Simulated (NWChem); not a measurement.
System: CH3Cl3Si; SMILES C[Si](Cl)(Cl)Cl

Input file for NWChem:

```
start job
memory heap 200 mb stack 900 mb global 1100 mb
geometry units angstroms noautoz
  C      0.000000     0.000000    -2.122081
  Si     0.000000     0.000000    -0.274066
  Cl    -0.777184     1.758044     0.450068
  Cl    -1.133919    -1.552083     0.450068
  Cl     1.911102    -0.205961     0.450068
  H      0.609966     0.834186    -2.499799
  H      0.417443    -0.945339    -2.499799
  H     -1.027409     0.111153    -2.499799
end
basis spherical
  * library 6-31+g*
end
dft
  xc b3lyp
  iterations 150
  mulliken
end
task dft energy
```

Geometry: optimised at PBE0/def2-SVP. B3LYP is NWChem's, with the RPA form of VWN correlation.

Give the results of this calculation. (B3LYP/6-31+G* (spherical d).) Quantities: basis functions; energy (Ha); highest occupied level (eV); orbital gap (eV); dipole (D).


* **number of basis functions**: 112
* **energy (Ha)**: -1710.16
* **highest occupied level (eV)**: -8.96
* **orbital gap (eV)**: 8.21
* **dipole (D)**: 2.31
